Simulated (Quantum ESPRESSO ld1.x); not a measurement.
Problem. P0.6+, configuration [He] 2s2 2p5.4 3s2 3p3 (fractional occupations, a model configuration). All-electron calculation, non-relativistic Kohn-Sham, PBE, spin-unpolarised, spherical densities, point nucleus. Program: ld1.x of Quantum ESPRESSO 7.5. Some entries of the table are withheld. Estimate them.

| orbital | occ. | eigenvalue (hartree) | <r> (bohr) |
|---|---|---|---|
| 1s | 2 | -77.2935 | (1) |
| 2s | 2 | (2) | (3) |
| 2p | 5.4 | (4) | (5) |
| 3s | 2 | -0.77257 | 1.775 |
| 3p | 3 | -0.43283 | (6) |

Solution. 
(1) 1s <r> (bohr): 0.1040
(2) 2s eigenvalue (hartree): -7.02329
(3) 2s <r> (bohr): 0.5141
(4) 2p eigenvalue (hartree): -5.27085
(5) 2p <r> (bohr): 0.4745
(6) 3p <r> (bohr): 2.079
